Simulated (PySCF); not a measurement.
**C₆ coefficients of unlike pairs at CAM-B3LYP**

Calculated with PySCF 2.14 from the dipole response of each species, C₆(A,B) = (3/π) ∫ α_A(iu) α_B(iu) du, in atomic units, from isotropic polarisabilities. For ions this is the dispersion term alone; charge-induced terms of lower order in 1/R come first.

| species | configuration | basis | relativity | α (bohr³) | C₆ (like pair) |
| --- | --- | --- | --- | --- | --- |
| S⁺ | [Ne] 3s2 3p3 (4S) | aug-cc-pVTZ-DK (6s5p3d2f) | spin-free X2C | 10.82 | 53.26 |
| Cr²⁺ | [Ar] 3d4 (5D) | dyall-av2z (16s12p7d2f) | none | 4.130 | 12.20 |
| Ne³⁺ | [He] 2s2 2p3 (4S) | aug-cc-pwCVQZ (9s8p6d4f2g) | none | 0.6790 | 0.6008 |

**Question.** Estimate C₆ for Ne³⁺ with Cr²⁺.

**Answer.** The integral gives 2.637. The combination rule 2 C_A C_B / (C_A α_B/α_A + C_B α_A/α_B) gives 2.590 and the geometric mean 2.707.

No spin-orbit coupling is included.

The other pairs:

| pair | C₆ |
| --- | --- |
| Cr²⁺, S⁺ | 24.24 |
| Ne³⁺, S⁺ | 4.857 |
